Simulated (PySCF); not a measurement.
# Sc: electron affinity

Sc⁻ [Ar] 3d2 4s2 (3F) → Sc [Ar] 3d1 4s2 (2D), as a difference of total energies. Calculation: PySCF 2.14, in x2c-TZVPPall with one added diffuse shell each of s, p, d, f type (7s6p5d3f1g, 80 functions); scalar relativity by spin-free X2C-1e. Correlated levels: valence: [Ar] frozen. The calculations carry no spin-orbit coupling.

```
           method  electron affinity (eV)
              UHF                  -1.314
    MP2 (valence)                  -1.207
SCS-MP2 (valence)                  -1.423
   CCSD (valence)                  -0.834
CCSD(T) (valence)                  -0.696
```

The configuration of this anion was assumed by filling the next shell in order. It is not the known or likely ground configuration (Ca⁻, Sr⁻ and Ba⁻, for instance, bind a p electron), so these values are not the electron affinity of the element.

A negative affinity means that the anion lies above the atom at that level of theory.

The coupled-cluster amplitudes are large for Sc⁻ (T1 above 0.03 or a double amplitude above 0.15), so a single reference is strained.
